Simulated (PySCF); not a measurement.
Delta-SCF ions had no search for a lower state. 

Cartesian coordinates (Å):
SMILES: [Al]([OH])([Br])[Br]
```xyz
5

O     -1.1366    -0.5201    -0.0006
Al     0.3508     0.1585    -0.0025
Br     2.1889    -1.1126     0.0456
Br     0.5970     2.3797    -0.0509
H     -1.9944    -0.9151    -0.0001
```
Charge 0, multiplicity 1.

Question: Predict the HOMO, total energy and vertical ionisation energy (Delta-SCF) from PBE0-D4/def2-TZVP (PySCF).

Answer: 
```json
{
  "HOMO": "-8.41 eV",
  "total_energy": "-5466.0187 Ha",
  "vertical ionisation energy (Delta-SCF)": "10.45 eV"
}
```
